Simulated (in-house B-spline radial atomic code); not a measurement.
## Ionising the chromium ion Cr⁷⁺ with different functionals

Computed with a radial B-spline atomic code at the basis-set limit: non-relativistic Hamiltonian, point nucleus, spin-polarised at highest spin, spherical fractional occupations for the functionals, the average over the highest-spin determinants for Hartree-Fock. The ionisation energy is the difference of two self-consistent energies, [Ne] 3s2 3p5 → [Ne] 3s2 3p4, without Breit or QED terms; ε is the level of the shell that loses the electron (its least bound occupied spin orbital).

Hybrids are left out here: with spherical fractional occupations of an open shell their exact exchange keeps a self-interaction that integer-occupation calculations don't have.

```tsv
method	rung	ΔSCF (eV)	-ε(3p) (eV)
Hartree-Fock	Hartree-Fock	182.75	183.67
LDA VWN5	LDA	184.60	172.36
LDA PW92	LDA	184.60	172.35
LDA exchange-only	LDA	182.30	170.18
PBE	GGA	184.45	172.30
PBEsol	GGA	184.34	172.17
BLYP	GGA	184.29	172.12
RPBE	GGA	184.40	172.27
PW91	GGA	184.61	172.45
BP86	GGA	184.62	172.43
AM05	GGA	184.35	172.17
OLYP	GGA	184.67	172.63
TPSS	meta-GGA	184.56	172.50
SCAN	meta-GGA	184.71	172.91
r2SCAN	meta-GGA	184.63	172.83
M06-L	meta-GGA	184.64	173.00
revTPSS	meta-GGA	184.42	172.38
```

Problem. How do they compare with the NIST value?

Solution. NIST lists 184.8 eV ± 0.15 (semi-empirical, ground level to ground level). Errors run from -2.46 to -0.05 eV; SCAN is closest (-0.05 eV), though others lie within the uncertainty of it, and part of that can be cancellation, since the calculations leave out relativity, Breit-QED terms, multiplet and fine-structure energies. Hartree-Fock also lacks correlation.
